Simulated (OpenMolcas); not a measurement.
Multiplet structure of P IV

- Program: OpenMolcas 26.06
- Method: SS-CASPT2, IPEA 0.25 Eh, imaginary shift 0.1 Eh (closed shells correlated: 2s 2p)
- Basis: ANO-RCC-VQZP [6s5p3d2f1g]
- Scalar Hamiltonian: DKH2, point nucleus
- Active space: 2 electrons in 4 orbitals (3s 3p)
- State averaging: 2S+1 = 3 even, 3 roots; 2S+1 = 1 even, 7 roots; 2S+1 = 3 odd, 3 roots; 2S+1 = 1 odd, 3 roots
- Spin-orbit coupling: state interaction with AMFI integrals over the reference wave functions, term energies averaged over their components

Spin-free terms above the lowest, with the occupations of the reference:

```tsv
Configuration	Term	E (cm-1)	Occupations
3s2	1S	0.0	3s 1.91 3p 0.09
3s 3p	3P*	67844	3s 1.00 3p 1.00
3s 3p	1P*	107490	3s 1.00 3p 1.00
3p2	3P	165752	3p 2.00
3p2	1D	166477	3p 2.00
3p2	1S	195662	3s 0.09 3p 1.91
```

With spin-orbit coupling, above the lowest level:

```csv
Configuration,Term,J,E (cm-1),Measured (cm-1),Term weight %,Second
3s2,1S,0,0.0,0.0,100,
3s 3p,3P*,0,67445,67918,100,
3s 3p,3P*,1,67643,68146,100,
3s 3p,3P*,2,68044,68615,100,
3s 3p,1P*,1,107492,,100,
3p2,3P,0,165354,164941,100,
3p2,3P,1,165558,165185,100,
3p2,3P,2,165831,165654,85,15 1D
3p2,1D,2,166593,158142,85,15 3P
3p2,1S,0,195672,194592,100,
```

Against the 8 measured excited levels shown (Martin, Zalubas and Musgrove, J. Phys. Chem. Ref. Data 14, 751 (1985)) the mean absolute deviation is 1500 cm-1; the largest miss in energy is 3p2 1D2: computed 166593, measured 158142 cm-1 (+5.3 %). Levels of one J stand in another order than measured, so their pairing by name is doubtful.

Over all roots computed the reference weight is 0.92 to 0.99; the roots of lowest weight are the least certain, and an intruder state may touch them. Some levels mix across a computed gap that differs much from the measured one, so their mixing is not that of the real levels. The ¹D term of p² mixes with s d, which this space lacks. Computed and measured levels are paired by configuration, term and J; levels that our copy of the source lacks, or whose pairing is in doubt (as where it misses far off the trend of its configuration), stay unpaired and out of the deviations. Levels of configurations outside the active space are missing.

The term weight is that of the spin-free term in the level, not the purity of its configuration. * marks odd parity.
